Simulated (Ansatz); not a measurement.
`Cl[SiH2][CH2][GeH3]` → `Cl[CH2][GeH3]` + `[SiH2]` at 298.15 K and 1 bar (silylene formation by 1,1-elimination).

Program: Ansatz. Geometries: PBE0-D4/def2-TZVP. ΔE: electronic, gas phase. CCSD(T)/CBS is the MP2 limit (def2-TZVPP, def2-QZVPP) plus CCSD(T) − MP2 in def2-TZVPP, frozen cores. This one scheme is used for every species. For Ge outer-core shells are correlated without core-valence functions, which leaves a few kJ/mol of doubt a bond. Scalar relativity is left out up to krypton. Each species was taken in one conformer, which may not be the lowest.

```
              species  CCSD(T)/CBS energy (Eh)  H − E (kJ/mol)  S (J/(mol·K))
`Cl[SiH2][CH2][GeH3]`              -2867.28596           203.7          372.5
      `Cl[CH2][GeH3]`              -2576.93687           151.1          311.5
             `[SiH2]`               -290.19011            40.6          207.5
```

H − E and S are ideal-gas, rigid-rotor, harmonic terms from PBE0-D4/def2-TZVP, for one conformer and one mirror image of each species. 1 Eh = 2625.50 kJ/mol, R = 8.31446 J/(mol·K).

Task: By hand: ΔE, ΔH, ΔS and ΔG.

Result: ΔE = (-2576.93687) + (-290.19011) − (-2867.28596) = 0.15898 Eh = 417.4 kJ/mol. Δ(H − E) = 151.1 + 40.6 − 203.7 = -12.0, so ΔH = 405.4 kJ/mol. ΔS = 311.5 + 207.5 − 372.5 = 146.5 J/(mol·K). ΔG = 405.4 − 298.15 × (146.5)/1000 = 361.7 kJ/mol.

Task: By hand: the equilibrium constant, and the temperature at which ΔG would vanish if ΔH and ΔS stayed fixed.

Result: log₁₀ K = −ΔG/(RT ln 10) = -63.4. ΔG = 0 at ΔH/ΔS = 2767 K, far beyond where these terms or the molecules hold.

The number of gas molecules changes by +1, which sets the sign of ΔS. A doubt of 5 kJ/mol in ΔE shifts log₁₀ K by 0.9 here. Other conformers and mirror images would add mixing entropy, several J/(mol·K) or more a flexible species. Modes under 60 cm⁻¹, often nearly free rotors, make the harmonic entropy too high. These are equilibria of isolated gas molecules and say nothing of rates. Largest T1 diagnostic: 0.014 (customary marks: 0.02 for closed shells, 0.045 for open ones).
